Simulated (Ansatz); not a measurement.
Geometry optimisation, RKS r2SCANh/STO-3G (Ansatz 0.2.0).

Input:

```yaml
crystal:
  periodic: [false, false, false]
  atoms:
    - { symbol: F, position_ang: [0.8728, -2.0412, -0.4209] }
    - { symbol: C, position_ang: [0.6034, -0.6753, -0.1038] }
    - { symbol: S, position_ang: [1.9805, 0.1234, 0.7248] }
    - { symbol: Al, position_ang: [-0.2511, 0.4051, -1.4606] }
    - { symbol: Si, position_ang: [-1.0385, -0.3866, 0.6973] }
    - { symbol: H, position_ang: [1.3878, 1.3903, 0.8924] }
    - { symbol: H, position_ang: [-0.1925, 1.6601, -2.4235] }
    - { symbol: H, position_ang: [-2.0597, -1.3599, 0.4891] }
    - { symbol: H, position_ang: [-1.2143, 0.8377, 1.5881] }
basis:
  gaussian: { orbitals: STO-3G }
hamiltonian:
  xc: r2scanh
relax:
  f_tol: 0.02
  max_steps: 40
```

Command:

```bash
$ ansatz run input.yaml --threads 1 --pin off --max-ram 2048MiB --backend cpu --events-out ev --progress --plain --runs-dir out
```

Where does it end, and by what steps?

The forces met the threshold. Limits of this set-up: minimal basis. After 15 steps the energy has fallen by 2.953 eV; S3 moved furthest, 0.85 Å. Joined: S3–Al4.

| step | energy less start (eV) | largest force component (eV/Å) | accepted |
| --- | --- | --- | --- |
| 0 | 0.0000 | 4.060 | yes |
| 1 | -1.4314 | 1.636 | yes |
| 2 | -1.7524 | 1.984 | yes |
| 3 | -1.8282 | 0.386 | yes |
| 4 | -1.8496 | 0.194 | yes |
| 5 | -1.8616 | 1.104 | yes |
| 6 | -1.9156 | 1.260 | yes |
| 7 | -2.0159 | 1.809 | yes |
| 8 | -2.2887 | 1.543 | yes |
| 9 | -2.6589 | 0.937 | yes |
| 10 | -2.7480 | 1.880 | yes |
| 11 | -2.8895 | 0.995 | yes |
| 12 | -2.9323 | 0.707 | yes |
| 13 | -2.9494 | 0.161 | yes |
| 14 | -2.9526 | 0.070 | yes |
| 15 | -2.9532 | 0.016 | yes |

```xyz
9
Properties=species:S:1:pos:R:3
F 1.020 -2.089 -0.104
C 0.453 -0.851 -0.249
S 1.736 0.630 0.084
Al -0.079 0.649 -1.293
Si -1.139 -0.096 0.517
H 1.312 1.119 1.289
H 0.005 1.353 -2.608
H -2.193 -1.083 0.443
H -1.027 0.323 1.905
```

The run took 78 s on 1 thread of Arm Neoverse V2 (shared host), peak memory 0.19 GiB.
